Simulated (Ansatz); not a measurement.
C4H2BrCl (SMILES C#C/C(Br)=C\Cl), singlet, at a GFN2-xTB geometry; PBE/pcseg-1 (Ansatz, an electronic-structure program).

Ansatz was given this input:
Ansatz 0.2 input:
```yaml
crystal:
  periodic: [false, false, false]
  atoms:
    - {symbol: C, position_ang: [1.27490256, 2.37519813, 0.46547802]}
    - {symbol: C, position_ang: [0.66935114, 1.36867815, 0.21285073]}
    - {symbol: C, position_ang: [0.00008736, 0.16282019, -0.04213422]}
    - {symbol: Br, position_ang: [0.65729770, -1.36261155, 0.91066796]}
    - {symbol: C, position_ang: [-1.03070640, -0.00612095, -0.87252463]}
    - {symbol: Cl, position_ang: [-1.69231962, 1.29306555, -1.77041061]}
    - {symbol: H, position_ang: [1.78608995, 3.26882994, 0.66734229]}
    - {symbol: H, position_ang: [-1.50388375, -0.96299338, -1.02575969]}
basis:
  gaussian:
    orbitals: pcseg-1.json
hamiltonian:
  xc: pbe
```
The basis file holds pcseg-1 in the JSON format of the Basis Set Exchange.

It wrote (shortened):

```
Functional definition: PBE
1297 factors; their error is unknown
mean field evaluation 1: about -86704.5945 eV, gradient 6.5e1 eV
mean field evaluation 2: about -86684.9341 eV, gradient 1.0e2 eV
mean field evaluation 4: about -86715.5113 eV, gradient 2.4e1 eV
mean field evaluation 8: about -86716.8542 eV, gradient 1.4e-1 eV
mean field evaluation 16: about -86716.7746 eV, gradient 2.1e-4 eV
mean field -86716.77463137 eV, -3186.7826889619 hartree, gradient 2.0e-5 eV, S^2 0.000000; 0 other end points of the search recorded, 0 dependent functions left out
reference -86716.77466813 eV, -3186.7826903126 hartree; 39, 39 occupied and 72, 72 virtual orbitals, 1297 factors
Total energy: -86716.77466813 eV, -3186.7826903126 hartree
```
